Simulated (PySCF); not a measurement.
Method: PBE-D3(BJ)/def2-TZVP // PBE0-D3(BJ)/def2-TZVP (PySCF). Gas-phase values, no solvent. Excitations are Tamm–Dancoff values on a coarser integration grid. The basis has no diffuse functions, so Rydberg states are missing or too high.

Reference species (SMILES): `[Cl][Sn]([Cl])([F])[F]` (neutral, multiplicity 1).

```json
{
  "S1 oscillator strength": "0.008",
  "S1 excitation (TDA)": "4.71 eV"
}
```

Changed species: `[F][Sn]([Cl])([Cl])[Cl]` (3 of 4 F replaced by Cl; the reference has 2 of 4 F replaced by Cl).

Q: What does the change do to the S1 oscillator strength and S1 excitation (TDA)?

A: the S1 oscillator strength stays essentially unchanged; the S1 excitation (TDA) drops by 0.21 eV, to 4.50 eV.
